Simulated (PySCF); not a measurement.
Where the electron goes

Compound: C₃H₁₁NSi₃.
Geometry (GFN2-xTB, Å), atoms numbered from 1 in this order:
```
atom  x, y, z in Å
N1    -3.3796   -1.5394    0.8676
C2    -2.2628   -1.5225    0.6137
C3    -0.8851   -1.4580    0.2606
Si4   -0.6173   -0.0930   -1.0816
Si5   -1.3119    1.9741   -0.2965
C6     1.2354   -0.1666   -1.5430
Si7    2.5030    0.0017   -0.1340
H8    -0.3019   -1.2304    1.1540
H9    -0.5717   -2.4348   -0.1107
H10   -1.3738   -0.5802   -2.2557
H11   -1.7616    2.8317   -1.3963
H12   -2.4112    1.8710    0.6619
H13   -0.2225    2.6971    0.3711
H14    1.4380   -1.0957   -2.0777
H15    1.4197    0.6322   -2.2618
H16    2.4213   -1.1679    0.7468
H17    2.2205    1.2138    0.6377
H18    3.8528    0.0733   -0.6972
```

Method used: TDDFT wB97X-D/def2-SVPD, vertical, gas phase, core orbitals frozen in the response (PySCF). GFN2-xTB frequencies show an imaginary mode (40i cm⁻¹), so this geometry is no minimum at that level.

Kohn–Sham orbitals with the atoms that hold most of them (Löwdin shares over 4%, at most four atoms; ? is withheld):

```json
{"orbital": "HOMO-3", "ε (eV)": "-11.33", "atoms": "N1 45%, C2 34%, C3 8%"}
{"orbital": "HOMO-2", "ε (eV)": "-10.90", "atoms": "C6 29%, Si4 18%, Si7 16%, H10 15%"}
{"orbital": "HOMO-1", "ε (eV)": "-10.60", "atoms": "?"}
{"orbital": "HOMO", "ε (eV)": "-10.42", "atoms": "Si4 21%, Si5 20%, C3 16%, N1 15%"}
{"orbital": "LUMO", "ε (eV)": "?", "atoms": "?"}
{"orbital": "LUMO+1", "ε (eV)": "1.26", "atoms": "Si4 22%, Si5 21%, C6 10%, Si7 8%"}
{"orbital": "LUMO+2", "ε (eV)": "1.77", "atoms": "Si7 26%, Si5 22%, H13 8%, Si4 7%"}
```

(1) Give the leading atoms of the HOMO-1.

(2) Give the leading atoms of the LUMO.

(3) What is the LUMO energy, and the HOMO–LUMO gap?

Results:

(1) Si4 (bonded to 2 C, Si and H) 18%; C6 (bonded to 2 Si and 2 H) 16%; N1 (bonded to C) 15%; Si5 (bonded to Si and 3 H) 11%. By element: silicon 30% or more, carbon 16% or more, nitrogen 15%.

(2) Si5 (bonded to Si and 3 H) 23%; Si4 (bonded to 2 C, Si and H) 22%; C3 (bonded to C, Si and 2 H) 9%; Si7 (bonded to C and 3 H) 7%. By element: silicon 52%, carbon 9% or more.

(3) ε(LUMO) = 1.20 eV; the gap is 11.62 eV (0.4271 hartree).

Problem. The HOMO–LUMO gap is 11.62 eV. Where does the response calculation put the lowest singlet, and from which orbitals?

Solution. S1 is at 7.19 eV (f = 0.036), 4.43 eV below the gap, made of HOMO→LUMO (49%), HOMO-1→LUMO (28%), HOMO→LUMO+1 (9%). 

Next come S2 at 7.30 eV (f 0.015), HOMO→LUMO+1 (58%), HOMO→LUMO (11%), HOMO-1→LUMO+1 (10%); S3 at 7.53 eV (f 0.0033), HOMO→LUMO+6 (14%), HOMO→LUMO+5 (11%), HOMO-1→LUMO+6 (10%); S4 at 7.62 eV (f 0.027), HOMO-1→LUMO (46%), HOMO→LUMO (21%); S5 at 7.72 eV (f 0.0040), HOMO-1→LUMO+1 (30%), HOMO-2→LUMO (11%), HOMO→LUMO+1 (10%).

Löwdin shares depend on the basis, the more so with diffuse functions.

One conformer stands for the species.
